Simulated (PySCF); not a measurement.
## Shapes and spin states of RhH₂

Method: PBE0/[Rh def2-TZVP with ECP28, H def2-TZVP], scalar-relativistic core potentials, density fitting, no spin–orbit coupling, PySCF.

Relaxations began from a few typed shapes and spin states; open shells are unrestricted. The search is not exhaustive: other isomers or separated fragments can lie lower, and high-lying points may rest on an excited occupation.

```tsv
spin	group	bonds	angles	imaginary modes (cm⁻¹)	ΔE (kJ/mol)	ΔE with ZPE (kJ/mol)
doublet	C2v	Rh–H 1.522 Å (×2)	H–Rh–H 81.8°	none	0.0	0.0
quartet	C2v	Rh–H 1.632 Å (×2)	H–Rh–H 138.1°	none	128.1	123.9
quartet	D∞h	Rh–H 1.699 Å (×2)	H–Rh–H 180.0°	1430i, 1429i	202.5	–
```

The lowest minimum found is the doublet C2v: Rh–H 1.522 Å (×2); H–Rh–H 81.8°.

Formally Rh is in oxidation state +2, d7, with 1 unpaired electron (the high-spin count would be 3). The Mulliken spin on Rh is 1.05. The polar-tensor charge on Rh, 0.43, is far below the formal one.

For the lowest minimum: other spin states or occupations of the open shell can lie lower.

The electron or spin density has lower symmetry than the nuclear frame for the quartet D∞h at 202.5 kJ/mol.
